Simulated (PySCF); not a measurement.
# TeC: one state, many levels of theory

State: ¹Σ⁺ (singlet), closed shell. Set-up: Te x2c-SVPall, C x2c-SVPall; spin-free X2C with a Gaussian nucleus (PySCF 2.14). De refers to Te + C in their high-spin ground configurations, without counterpoise correction. A positive dipole means Te(−)C(+).

| Level | Re (Å) | ωe (cm⁻¹) | De (eV) | μ (D) |
| --- | --- | --- | --- | --- |
| RHF | 1.865 | 979 | 1.34 | -2.33 |
| RHF-MP2 | 1.898 | 902 | 4.63 | n/a |
| RHF-SCS-MP2 | 1.897 | 904 | 4.39 | n/a |
| RHF-CCSD | 1.894 | 900 | 3.97 | n/a |
| RHF-CCSD(T) | 1.916 | 840 | 4.43 | n/a |
| PBE | 1.911 | 854 | 5.39 | -2.59 |
| BLYP | 1.923 | 831 | 5.16 | -2.54 |
| TPSS | 1.909 | 860 | 5.02 | -2.55 |
| r²SCAN | 1.899 | 884 | 4.70 | -2.59 |
| TPSSh | 1.898 | 883 | 4.77 | -2.57 |
| PBE0 | 1.885 | 913 | 4.68 | -2.63 |
| HSE06 | 1.888 | 907 | 4.71 | -2.62 |

The bond length runs from 1.865 Å (RHF) to 1.923 Å (BLYP). De spans 1.34 eV (RHF, mean field) to 5.39 eV (PBE, GGA). Correlation at CCSD(T) changes the Hartree–Fock bond energy by +3.09 eV; the triples alone change it by +0.46 eV.

Correlated steps freeze 19 core orbitals. Correlated levels converge slowly with the basis: in double zeta they bind strong bonds too weakly, by up to about 1 eV, and carry superposition errors of some tenths. Spin–orbit coupling is left out, which matters for elements this heavy, above all for dissociation energies. Where the molecule has an RHF reference, its open-shell atoms are computed with UHF. The CCSD T1 diagnostic is raised, a sign that a single reference may not be enough here.
